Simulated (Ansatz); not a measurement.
**Interaction energy ladder**

The pair of H2 (SMILES [H][H], atoms 1–2) and CH3Cl (SMILES CCl, atoms 3–7), both closed shells, in one local arrangement (a lower one may exist), relaxed at PBE0-D4/def2-TZVP:

H1  (0.502, -0.406, -2.154)
H2  (0.117, -0.096, -2.714)
C3  (-0.237, 0.192, 0.994)
Cl4  (1.128, -0.913, 0.747)
H5  (0.116, 1.062, 1.543)
H6  (-1.005, -0.328, 1.563)
H7  (-0.622, 0.489, 0.022)
(Å)

Ansatz 0.2.0; basis: def2-TZVPPD, with def2-QZVPPD for the basis limit; cores frozen in the correlated methods. B3LYP uses VWN-RPA correlation. Extrapolation: Hartree–Fock as exp(−7.88 √X), correlation as X^−2.97. Interaction energies count from these two fragments, frozen as in the pair, with the counterpoise correction; negative means bound.

(1) What is the interaction energy by CCSD(T) at an estimated basis limit (MP2 extrapolated from triple and quadruple zeta, plus CCSD(T) − MP2 in triple zeta)? (To be estimated.)

(2) Which atoms make the shortest contact between the fragments?

No T1 diagnostic of these runs exceeds 0.008.

Results:

(1) Computed: -0.64 kcal/mol. Hartree–Fock alone gives 0.24 kcal/mol at the basis limit, so without correlation the pair would not bind at this distance. It counts from the two fragments frozen as in the pair.

The same quantity by other methods in triple zeta, and each one's difference from that estimate:
| method | E_int (kcal/mol) | difference |
| --- | --- | --- |
| PBE-D4 | -0.89 | -0.25 |
| revPBE-D4 | -0.66 | -0.02 |
| BLYP-D4 | -0.48 | 0.16 |
| r2SCAN-D4 | -0.44 | 0.20 |
| B97M-V | -0.70 | -0.06 |
| PBE0-D4 | -0.77 | -0.13 |
| B3LYP-D4 | -0.57 | 0.06 |
| HSE06-D4 | -0.78 | -0.14 |
| wB97X-V | -0.66 | -0.02 |
| wB97M-V | -0.61 | 0.03 |
| B2PLYP | -0.24 | 0.40 |
| HF | 0.25 | 0.88 |
| MP2 | -0.52 | 0.12 |
| CCSD | -0.40 | 0.23 |
| CCSD(T) | -0.50 | 0.14 |
Differences are method less estimate.

(2) H1 and H7, 2.61 Å apart.

Basis-set superposition shift (counterpoise-corrected less uncorrected): CCSD(T) 0.14; MP2 0.13; HF 0.02; PBE0-D4 0.02; wB97M-V 0.03 kcal/mol.

For scale, one of the runs: CCSD(T)/def2-TZVPPD, 173 basis functions, launched by `ansatz run in.yaml --threads 2 --pin off --events-out ev --progress --plain --max-ram 5222MiB`. Time: 17 s of wall clock on 2 CPU threads of an Arm Neoverse V1; the host was shared. Peak host memory: 1.4 GiB.
